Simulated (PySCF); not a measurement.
C2H6Se. Atoms are numbered in the order given.

```xyz
9

C     -1.4653     0.0000    -0.8263
Se     0.0000     0.0000     0.4769
C      1.4653     0.0000    -0.8263
H     -1.4168     0.8938    -1.4449
H     -2.3942     0.0000    -0.2599
H     -1.4168    -0.8938    -1.4449
H      1.4168    -0.8938    -1.4449
H      1.4168     0.8938    -1.4449
H      2.3942     0.0000    -0.2599
```

Geometry: B3LYP-D3(BJ)/def2-TZVP.

These are HF/pcSseg-2 (PySCF) values and carry that method's errors.

GIAO shieldings, no solvent; atoms alike by connectivity are averaged. δ = σ(ref) − σ: ¹³C against TMS (σ = 193.3 ppm); ¹H against TMS (σ = 31.98 ppm), references at their B3LYP-D3(BJ)/def2-TZVP geometries, non-relativistic.

| nucleus | atoms | count | δ (ppm) |
|---|---|---|---|
| ¹³C | C1, C3 | 2 | 14.4 |
| ¹H | H4, H5, H6, H7, H8, H9 | 6 | 1.76 |
